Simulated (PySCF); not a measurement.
Molecule: `N[SiH2]NC1CCC1`, C4H12N2Si.

Geometry (Å), atoms numbered from 1 in this order:
```xyz
19

N     3.527    0.405    0.685
Si    2.214    0.109   -0.389
N     0.711   -0.016    0.451
C    -0.508   -0.446   -0.159
C    -1.462    0.624   -0.744
C    -2.633   -0.052   -0.015
C    -1.636   -0.898    0.791
H     3.684   -0.240    1.442
H     3.707    1.345    0.995
H     2.428   -1.203   -0.996
H     2.291    1.207   -1.362
H     0.534    0.637    1.202
H    -0.257   -1.210   -0.898
H    -1.238    1.618   -0.361
H    -1.526    0.669   -1.829
H    -3.278    0.606    0.564
H    -3.250   -0.652   -0.680
H    -1.487   -0.527    1.803
H    -1.830   -1.967    0.833
```

Frames of a GFN2-xTB Langevin trajectory at 600 K; GIAO PBE0/pcSseg-1 shieldings in PySCF 2.14.0 with density-fitted response routines, gas phase, non-relativistic; equivalent atoms averaged within each frame.

Shifts are taken against calculated references (same method and geometry level): NH3 for ¹⁵N (σref 267.73); ²⁹Si (σref 349.16) and ¹³C (σref 186.93) and ¹H (σref 31.72) against TMS. The references are static minima.

How do the shifts (ppm) fluctuate along the trajectory?

## Answers


| time (fs) | N3 | N1 | Si2 | C4 | C5/C7 | C6 | H10/H11 | H15/H19 | H13 | H12 |
| --- | --- | --- | --- | --- | --- | --- | --- | --- | --- | --- |
| 250 | 63.0 | 9.0 | -36.2 | 45.6 | 33.8 | 14.3 | 4.86 | 3.36 | 2.42 | 1.98 |
| 425 | 60.4 | 22.5 | -29.5 | 55.9 | 33.4 | 31.1 | 5.32 | 2.86 | 5.51 | -0.24 |
| 625 | 52.3 | 14.6 | -39.1 | 38.5 | 35.6 | 13.4 | 4.98 | 2.55 | 1.42 | -2.32 |
| 800 | 67.2 | 10.2 | -42.7 | 60.3 | 43.9 | 20.3 | 4.95 | 3.37 | 4.36 | 0.54 |
| 1000 | 89.3 | 13.5 | -40.2 | 46.7 | 40.8 | 24.7 | 6.36 | 3.37 | 3.66 | 2.65 |
| mean of frames | 66.4 | 14.0 | -37.5 | 49.4 | 37.5 | 20.8 | 5.30 | 3.10 | 3.47 | 0.52 |
| standard deviation | 13.9 | 5.3 | 5.1 | 8.7 | 4.6 | 7.4 | 0.62 | 0.38 | 1.60 | 1.96 |

5 frames give an uncertainty of the mean of about the standard deviation over 2.2 at best, since frames this close in time may not be independent; classical motion lacks zero-point vibration, and the reference would need the same averaging.
